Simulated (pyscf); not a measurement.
## H₃Si–Si•(SiH₃)–SiH₃ (SMILES [SiH3][Si]([SiH3])[SiH3]), doublet

Gas-phase minimum from PySCF at ωB97X-D3(BJ)/def2-SVP, one conformer. Other isomers of H₃Si–Si•(SiH₃)–SiH₃ were not searched in full and may lie lower. 

SMILES: [SiH3][Si]([SiH3])[SiH3]
```xyz
13

Si    -0.8852    -2.2228     0.3170
Si    -0.9579     0.0674     0.6722
Si     0.6094     0.8548     2.1888
Si    -1.1446     1.3339    -1.2610
H      0.3807    -2.6117    -0.3775
H     -0.9479    -2.9419     1.6231
H     -2.0384    -2.6420    -0.5322
H      1.9937     0.7158     1.6407
H      0.3577     2.2971     2.4771
H      0.5234     0.0761     3.4589
H     -2.2934     0.8462    -2.0791
H      0.0999     1.2319    -2.0837
H     -1.3632     2.7678    -0.9101
```
Charge 0, spin multiplicity 2.

Bonded distances (Å): Si1–Si2 2.319, Si1–H5 1.495, Si1–H6 1.492, Si1–H7 1.492, Si2–Si3 2.319, Si2–Si4 2.319, Si3–H8 1.495, Si3–H9 1.492, Si3–H10 1.492, Si4–H11 1.492, Si4–H12 1.495, Si4–H13 1.492. Bond angles (°): Si2–Si1–H5 110.8, Si2–Si1–H6 109.9, Si2–Si1–H7 109.9, H5–Si1–H6 108.5, H5–Si1–H7 108.5, H6–Si1–H7 109.3, Si1–Si2–Si3 114.5, Si1–Si2–Si4 114.5, Si3–Si2–Si4 114.5, Si2–Si3–H8 110.8, Si2–Si3–H9 109.9, Si2–Si3–H10 109.9, H8–Si3–H9 108.5, H8–Si3–H10 108.5 (the first ones only).

Properties at ωB97X-D3(BJ)/def2-SVP:

- Harmonic wavenumbers, unscaled: 70, 71, 71, 73, 85, 85, 344, 477, 477, 483, 501, 501, 560, 596, 596, 877, 877, 924, 946, 946, 950, 953, 955, 955, 2226, 2226, 2231, 2245, 2245, 2249, 2251, 2254, 2254 cm⁻¹
- Zero-point energy: 48.0 kcal/mol
- Rotational symmetry number: 3
- Entropy of this conformer at 298 K and 1 atm, rigid rotor and harmonic oscillator, modes under 100 cm⁻¹ raised to 100: 403.0 J/(mol K)
- Dipole moment: 0.01 D
- Spin expectation value S2: 0.753

Single-point totals, which compare only within one level:

```csv
level,total energy (hartree)
ωB97X-D3(BJ)/def2-TZVP,-1163.49159
PBE/def2-TZVP,-1162.74945
r²SCAN/def2-TZVP,-1163.25797
B3LYP-D3(BJ)/def2-TZVP,-1163.48361
PBE0-D3(BJ)/def2-TZVP,-1162.88611
M06-2X/def2-TZVP,-1163.25819
ωB97M-D3(BJ)/def2-TZVP,-1163.52240
```

Soft torsions are taken as harmonic, which can shift the entropy by several J/(mol K).
